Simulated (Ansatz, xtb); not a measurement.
**C6H9ClO: which of two isomers lies lower**

Structure X: `OC1=C(CCl)CCC1`, a singlet. Structure Y: `O=C1CCC[C@@H]1CCl`, a singlet. Both are isolated molecules in the gas phase, relaxed with PBE-D3(BJ)/def2-SVP; each stands in its lowest conformer found.

X (Å):

```xyz
17

C    -1.0401    0.8312    0.3833
C    -0.2617    0.6433   -0.7226
C    -0.7453    0.4103   -2.1057
C     1.2025    0.6241   -0.3278
C     1.1894    1.2693    1.0806
C    -0.2248    1.0041    1.6372
Cl   -2.1707   -0.7858   -2.1936
O    -2.3820    0.7833    0.4826
H    -2.7276    0.3956   -0.3571
H     0.0379   -0.0224   -2.7563
H    -1.1510    1.3171   -2.5986
H     1.8586    1.1774   -1.0336
H     1.5914   -0.4221   -0.2961
H     1.3368    2.3638    0.9748
H     1.9956    0.8905    1.7388
H    -0.6143    1.8188    2.2824
H    -0.2793    0.0707    2.2438
```

Y (Å):

```xyz
17

C    -0.6789    0.2044   -0.7599
C    -1.3664   -0.4133   -1.9813
C    -0.8295   -1.8501   -2.0624
C    -0.5083   -2.2113   -0.5975
C     0.0896   -0.9178   -0.0276
C     0.0856   -0.7233    1.4758
Cl    1.1625   -1.9091    2.3110
O    -0.7356    1.3650   -0.4041
H    -1.2200    0.2157   -2.8814
H    -2.4581   -0.3996   -1.7634
H    -1.5370   -2.5581   -2.5355
H     0.1040   -1.8716   -2.6642
H     0.1661   -3.0819   -0.4915
H    -1.4461   -2.4537   -0.0496
H     1.1415   -0.8212   -0.3897
H     0.4349    0.2946    1.7328
H    -0.9313   -0.8611    1.8940
```

Task: Estimate E(Y) − E(X) at the level CCSD(T)/def2-SVP + ΔMP2/def2-TZVPP.

Result: Calculated at CCSD(T)/def2-SVP + ΔMP2/def2-TZVPP: E(Y) − E(X) = −0.469 eV, so structure Y lies lower.

How the difference moves with the method:

```tsv
level	geometry	E(Y) − E(X) (eV)	departure from the last row (eV)	job, with rough time for the two
GFN2-xTB	GFN2-xTB	−0.310	+0.159	optimisation, 0.33 s
HF/STO-3G	GFN2-xTB	−0.700	−0.231	single point, 0.74 s
r2SCAN-D4/def2-SVP	GFN2-xTB	−0.445	+0.024	single point, 10 s
PBE-D3(BJ)/def2-SVP	PBE-D3(BJ)/def2-SVP	−0.373	+0.095	optimisation, 53 s
HF/def2-SVP	PBE-D3(BJ)/def2-SVP	−0.648	−0.179	part of the CCSD(T) run
MP2/def2-SVP	PBE-D3(BJ)/def2-SVP	−0.550	−0.081	part of the CCSD(T) run
CCSD(T)/def2-SVP	PBE-D3(BJ)/def2-SVP	−0.564	−0.095	single point
CCSD(T)/def2-SVP + ΔMP2/def2-TZVPP	PBE-D3(BJ)/def2-SVP	−0.469		single point, 4.7 min
```

As drawn, Y has 1 C=O, 1 C–C, 1 C–H in place of 1 C–O, 1 C=C, 1 O–H.

The levels shown agree on the order. The largest departure from CCSD(T)/def2-SVP + ΔMP2/def2-TZVPP is that of HF/STO-3G, 0.231 eV. The last row adds to CCSD(T) the change of the MP2 difference between the two basis sets, here +0.095 eV.

With thermal terms from frequencies at re-optimised GFN2-xTB minima (ideal gas, soft modes damped towards free rotors, one conformer each, 298.15 K, 1 atm): on the last row, ΔE + ΔZPE = −0.451, ΔH = −0.459, ΔG = −0.453 eV.

The correlated steps freeze 12 core orbitals. Mirror images aren't counted in ΔG. Run with Ansatz 0.2.0, xtb 6.7.1; the last row on 2 threads of Arm Neoverse V2 on a shared host.
